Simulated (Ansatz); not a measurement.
Relaxation of CH8AsNSi (12 atoms, charge 0, multiplicity 1), to a largest force component of 0.015 eV/Å in at most 40 steps.

These are results of RKS PBE0/def2-SVP in Ansatz 0.2.0, not measurements.

```xyz
12
Properties=species:S:1:pos:R:3
N -0.856 1.300 0.487
C 0.173 0.365 0.441
Si 0.368 -0.272 -1.321
As -0.166 -1.117 1.667
H -0.607 2.172 -0.100
H -1.006 1.695 1.460
H 1.154 0.844 0.775
H -0.804 -0.895 -1.770
H 0.732 0.866 -2.157
H 1.500 -1.251 -1.316
H 0.893 -2.036 1.131
H -1.305 -1.726 0.737
```

Where does it end, and by what steps?

The forces met the threshold. After 10 steps the energy has fallen by 0.431 eV; H11 moved furthest, 0.26 Å.

| step | energy less start (eV) | largest force component (eV/Å) | accepted |
| --- | --- | --- | --- |
| 0 | 0.0000 | 3.802 | yes |
| 1 | -0.3747 | 1.407 | yes |
| 2 | -0.4124 | 0.391 | yes |
| 3 | -0.4220 | 0.094 | yes |
| 4 | -0.4262 | 0.095 | yes |
| 5 | -0.4265 | 0.125 | yes |
| 6 | -0.4300 | 0.054 | yes |
| 7 | -0.4304 | 0.020 | yes |
| 8 | -0.4306 | 0.023 | yes |
| 9 | -0.4306 | 0.034 | no |
| 10 | -0.4307 | 0.006 | yes |

```xyz
12
Properties=species:S:1:pos:R:3
N -0.844 1.380 0.516
C 0.195 0.368 0.439
Si 0.390 -0.243 -1.341
As -0.333 -1.113 1.669
H -0.638 2.169 -0.096
H -0.934 1.753 1.460
H 1.197 0.684 0.807
H -0.861 -0.906 -1.814
H 0.678 0.921 -2.245
H 1.534 -1.201 -1.425
H 0.891 -1.984 1.390
H -1.198 -1.882 0.673
```

Time of the run: 43 s on 2 threads of Arm Neoverse V1 (shared host), peak memory 0.3 GiB.
